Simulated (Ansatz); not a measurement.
H3NSn (SMILES [NH2][SnH]) moved off its minimum; all values from Ansatz (a quantum-chemistry and plane-wave program), cores frozen in correlated methods. Elements past Kr take the def2 small-core potentials, without spin–orbit coupling.
(charge 0, multiplicity 1)
```xyz
5

Sn    -0.4495     0.2213     0.1586
H     -0.5707     1.2461    -1.1861
N      0.6898    -1.3145    -1.3048
H      0.9208    -0.9520    -2.0864
H      0.9578    -2.0247    -0.8286
```

Forces at MP2/def2-TZVPPD (eV/Å):

```tsv
atom	Fx	Fy	Fz
Sn1	1.520	-2.576	-1.255
H2	-0.101	0.719	-0.738
N3	-6.823	5.480	5.832
H4	2.550	2.252	-6.666
H5	2.854	-5.875	2.827
```

Give the forces (eV/Å), the total energy and the dipole at CCSD(T)/def2-TZVPPD.


| atom | Fx | Fy | Fz |
|---|---|---|---|
| Sn1 | 1.479 | -2.577 | -1.085 |
| H2 | -0.113 | 0.797 | -0.840 |
| N3 | -6.802 | 5.403 | 5.770 |
| H4 | 2.568 | 2.237 | -6.646 |
| H5 | 2.868 | -5.860 | 2.801 |
Energy -269.8514 hartree, dipole 1.41 D.
